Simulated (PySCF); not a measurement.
How methods differ on the ionisation energy of Ni

Ni [Ar] 3d8 4s2 (3F) → Ni⁺ [Ar] 3d9 (2D), as a difference of total energies. All numbers are calculated (PySCF 2.14, scalar relativity by spin-free X2C-1e, in ANO-RCC-VTZP (6s5p3d2f1g, 59 functions)). Correlated levels: valence: [Ar] frozen; valence and next inner shell: [Ne] frozen. The calculations carry no spin-orbit coupling.

```tsv
method	ionisation energy (eV)	plus first-order spin-orbit estimate	error of that sum (eV)
UHF	8.235	8.287	+0.647
LDA	7.579	7.631	-0.009
PBE	7.666	7.718	+0.078
PBE0	7.775	7.827	+0.187
r2SCAN	8.224	8.276	+0.636
HSE06	7.874	7.926	+0.286
wB97M-V	7.659	7.711	+0.071
CAM-B3LYP	7.876	7.928	+0.288
MP2 (valence)	6.863	6.915	-0.725
SCS-MP2 (valence)	7.081	7.133	-0.507
MP2 (valence and next inner shell)	6.384	6.436	-1.204
SCS-MP2 (valence and next inner shell)	6.723	6.775	-0.865
```

Reference: 7.640 eV (measured; NIST Atomic Spectra Database, ionization energies).

A first-order spin-orbit estimate (lowest level to lowest level, LS coupling) adds 0.052 eV.

Errors of the correlated levels include the incompleteness of this basis and the frozen core.

MP2 underrates the near-degeneracy of ns² with np² in the lower species.
